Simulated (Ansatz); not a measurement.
Relaxation of F₃H₃OTi (8 atoms, charge 0, multiplicity 1), to a largest force component of 0.03 eV/Å in at most 50 steps.

These are results of Ansatz, RKS PBE0/def2-SVP, not measurements.

```xyz
8
Properties=species:S:1:pos:R:3:forces:R:3
Ti -0.097 0.145 0.033 -0.05 0.04 1.95
O -0.117 0.150 1.888 -0.21 0.12 -1.87
H -0.886 -0.070 2.432 0.10 0.06 -0.05
F 1.524 0.283 -0.554 0.00 0.00 -0.01
F -0.998 1.506 -0.537 0.00 0.00 0.00
F -0.911 -1.249 -0.591 0.02 0.01 -0.01
H 1.339 -2.154 1.070 0.67 -1.19 -1.16
H 1.078 -1.687 1.551 -0.53 0.97 1.15
```

Where does it end, and by what steps?

The run converged. The force dipped under the threshold on the way, but the program's further checks kept it going. After 31 steps the energy has fallen by 0.217 eV; H7 moved furthest, 1.51 Å.

```json
{"step": "0", "energy less start (eV)": "0.0000", "largest force component (eV/Å)": "1.955", "accepted": "yes"}
{"step": "2", "energy less start (eV)": "-0.1793", "largest force component (eV/Å)": "0.226", "accepted": "yes"}
{"step": "4", "energy less start (eV)": "-0.1774", "largest force component (eV/Å)": "1.134", "accepted": "no"}
{"step": "6", "energy less start (eV)": "-0.2010", "largest force component (eV/Å)": "0.097", "accepted": "yes"}
{"step": "8", "energy less start (eV)": "-0.2020", "largest force component (eV/Å)": "0.021", "accepted": "yes"}
{"step": "10", "energy less start (eV)": "-0.2019", "largest force component (eV/Å)": "0.181", "accepted": "no"}
{"step": "12", "energy less start (eV)": "-0.2022", "largest force component (eV/Å)": "0.200", "accepted": "no"}
{"step": "14", "energy less start (eV)": "-0.2031", "largest force component (eV/Å)": "0.066", "accepted": "yes"}
{"step": "16", "energy less start (eV)": "-0.2038", "largest force component (eV/Å)": "0.146", "accepted": "yes"}
{"step": "18", "energy less start (eV)": "-0.2054", "largest force component (eV/Å)": "0.266", "accepted": "yes"}
{"step": "20", "energy less start (eV)": "-0.2088", "largest force component (eV/Å)": "0.052", "accepted": "yes"}
{"step": "22", "energy less start (eV)": "-0.2104", "largest force component (eV/Å)": "0.360", "accepted": "no"}
{"step": "24", "energy less start (eV)": "-0.2139", "largest force component (eV/Å)": "0.148", "accepted": "yes"}
{"step": "26", "energy less start (eV)": "-0.2156", "largest force component (eV/Å)": "0.117", "accepted": "yes"}
{"step": "28", "energy less start (eV)": "-0.2168", "largest force component (eV/Å)": "0.073", "accepted": "yes"}
{"step": "30", "energy less start (eV)": "-0.2173", "largest force component (eV/Å)": "0.038", "accepted": "yes"}
{"step": "31", "energy less start (eV)": "-0.2174", "largest force component (eV/Å)": "0.017", "accepted": "yes"}
```

```xyz
8
Properties=species:S:1:pos:R:3
Ti -0.308 0.469 -0.266
O -0.062 -0.148 1.355
H -0.535 -0.417 2.149
F 1.233 0.777 -1.000
F -1.243 1.930 -0.198
F -1.198 -0.687 -1.207
H 1.657 -2.817 2.394
H 1.389 -2.184 2.066
```

Whether the end is a true minimum wasn't checked by a vibrational analysis.

Run time: 57 s on 2 threads of Intel(R) Xeon(R) 6975P-C (Granite Rapids), on a shared host, peak memory 0.26 GiB.
